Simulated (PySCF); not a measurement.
# CH5O4PSi

CH5O4PSi is a carbene (divalent C1, bonded to 1 O + 1 Si), neutral, triplet. The structure, one conformer, was relaxed in the gas phase by PBE0-D3(BJ)/def2-SVP. No frequency run checks that it is a minimum.

This triplet is an excited state: in a carbene with lone-pair donors on the centre (O) the singlet is known to lie well below it (the gap isn't computed here), so the molecule in its ground state shows no EPR spectrum.

SMILES: O=P(O)(O)O[C][SiH3]

Coordinates in Å:
```
C1      1.088   -0.906    0.025
Si2     2.233    0.482    0.463
O3     -0.017   -0.984   -0.720
P4     -1.300   -0.005   -0.398
O5     -0.963    1.411   -0.201
O6     -2.227   -0.349   -1.641
O7     -1.999   -0.739    0.847
H8      1.715    1.268    1.625
H9      3.523   -0.156    0.856
H10     2.444    1.393   -0.703
H11    -2.416   -1.291   -1.747
H12    -2.042   -0.151    1.613
```

EPR values by unrestricted B3LYP, IGLO-III on C O P Si, pcH-1 on H.

(1) Predict g and the largest hyperfine couplings. Where does the spin sit?

(2) How do the isotropic couplings move with BHandHLYP?

Answers

(1) g = 2.0017, 2.0026, 2.0031. The zero-field splitting dominates the spectrum: D = 0.66 cm⁻¹, |E| = 0.028 cm⁻¹ (spin-spin and spin-orbit parts, DFT, rough). The spin sits on C1 (86 %, bonded to 1 O + 1 Si) by Mulliken populations.
| atom | isotope | isotropic (MHz) | dipolar, principal values (MHz) |
| --- | --- | --- | --- |
| C1 | 13C | 217.9 | -72.2, 26.9, 45.4 |
| P4 | 31P | 125.3 | -9.8, -7.8, 17.6 |
| O3 | 17O | -47.8 | -18.3, 1.8, 16.5 |
| H8 | 1H | 49.8 | -3.4, -1.8, 5.2 |
| H10 | 1H | 47.5 | -3.3, -1.9, 5.2 |
| Si2 | 29Si | -32.9 | -12.3, 5.7, 6.7 |

(2) C1 217.9 to 246.3 MHz, P4 125.3 to 110.5 MHz, O3 -47.8 to -50.1 MHz, H8 49.8 to 46.7 MHz.
